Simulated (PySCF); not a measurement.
Compound: C7H9OP.
Z-matrix (Å and degrees, GFN2-xTB geometry), rows numbered from 1:
```
C 
C   1  1.3208
C   2  1.4883  1  124.07
P   3  1.8816  2  110.11  1  -112.31
C   4  1.8083  3   97.47  2   168.50
C   5  1.3686  4  133.72  3  -109.99
C   6  1.4135  5  106.06  4  -175.85
C   7  1.3608  6  106.01  5     0.46
O   8  1.3409  7  110.72  6     0.09
H   1  1.0781  2  121.68  3    -0.93
H   1  1.0763  2  122.06  3   179.57
H   2  1.0822  1  120.47  3  -178.78
H   3  1.0951  2  110.43  1   130.98
H   3  1.0930  2  111.48  1     9.33
H   4  1.3991  3   95.69  2    74.09
H   6  1.0714  5  126.59  4     4.34
H   7  1.0708  6  126.98  5  -179.39
H   8  1.0723  7  132.03  6  -179.39
```

NICS = −σ at a ghost point: NICS(0) at the centroid of the ring atoms, NICS(1) 1 Å to either side along the normal of their mean plane, zz for the tensor component along that normal. Level: GIAO PBE0/pcSseg-1 (PySCF, non-relativistic, gas phase) on the GFN2-xTB geometry, one conformer.

Ring bond lengths (Å), with Mayer bond orders in brackets: C5–C6 1.369 (1.55), C6–C7 1.413 (1.27), C7–C8 1.361 (1.60), C8–O9 1.341 (1.09), O9–C5 1.351 (1.03).

Task: Give the NICS values of each ring in ppm.

Result: 
```csv
ring,type,NICS(0),"NICS(1), two faces","NICS(1)zz, two faces",rms pucker (Å),"centre to ring atoms, mean (Å)"
C5–C6–C7–C8–O9,5-membered ring with O; formal bonds all aromatic,-11.7,-10.3 / -10.3,-26.7 / -26.1,0.00,1.16
```

Task: What can be read from them?

Result: 
- C5–C6–C7–C8–O9: mean NICS(1)zz -26.4 ppm, shielded. For a flat ring without four-coordinate atoms the NICS criterion counts such a value as aromatic.

Task: What does the geometric index give? HOMA = 1 − mean of α(R − Ropt)² over the ring bonds, with Krygowski's 1993 parameters (CC: Ropt 1.388 Å, α 257.7 Å⁻²; CO: Ropt 1.265 Å, α 157.38 Å⁻²).

Result: 
- C5–C6–C7–C8–O9: HOMA 0.49; the largest term is that of O9–C5, α(R − Ropt)² = 1.18.

Task: At the second NICS(1) probe listed for ring C5–C6–C7–C8–O9, 1 Å off the ring, how large is the induced field along the normal in 9.4 T applied along it?

Result: NICSzz × B0 = -26.1 ppm × 9.4 T = -245 μT, against the applied field.

Task: How shielded are the nuclei of the rings and their hydrogens (means over atoms taken as equivalent)?

Result: 
```csv
atoms,environment,σ isotropic (ppm)
C5,substituted aromatic carbon,28.5
C6,aromatic CH carbon,64.9
C7,aromatic CH carbon,69.3
C8,aromatic CH next to a ring oxygen,35.7
O9,furan-type oxygen,22.0
H16,aromatic hydrogen,24.88
H17,aromatic hydrogen,25.09
H18,aromatic hydrogen,24.03
```
